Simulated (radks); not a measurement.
Problem. The mean radii <r> (bohr) of the occupied orbitals of an atom or ion are listed with their occupations. Method: scalar-relativistic Kohn-Sham, PBEsol, spin-polarised, spherical densities, finite nucleus; Fermi nuclear charge, rms radius of each element as measured or else 0.836 A^(1/3) + 0.57 fm; computed with a radial shooting solver on a logarithmic mesh with Libxc functionals.

| orbital | occ. | <r> |
|---|---|---|
| 1s down | 1 | 0.02233 |
| 1s up | 1 | 0.02233 |
| 2s up | 1 | 0.09514 |
| 2s down | 1 | 0.09514 |
| 2p up | 3 | 0.08390 |
| 2p down | 3 | 0.08390 |
| 3s up | 1 | 0.2497 |
| 3s down | 1 | 0.2495 |
| 3p up | 3 | 0.2481 |
| 3p down | 3 | 0.2479 |
| 3d up | 5 | 0.2260 |
| 3d down | 5 | 0.2257 |
| 4s up | 1 | 0.5634 |
| 4s down | 1 | 0.5635 |
| 4p up | 3 | 0.5948 |
| 4p down | 3 | 0.5949 |
| 4d up | 5 | 0.6412 |
| 4d down | 5 | 0.6419 |
| 5s up | 1 | 1.210 |
| 5s down | 1 | 1.220 |
| 4f up | 5 | 0.7462 |

Name the element and its charge. Open shells, if any, are filled with parallel spins first.

Solution. Z = 63, europium, charge +10: Eu10+ in [Kr] 4d10 4f5 5s2. The 1s radius gives Z: for a bare nucleus <r> = (2 gamma + 1)/(2Z) with gamma = sqrt(1 - (Z/c)^2), 0.02203 bohr for Z = 63, and screening makes it slightly larger (0.02233 here). The occupations add up to 53, and the charge is Z minus that.
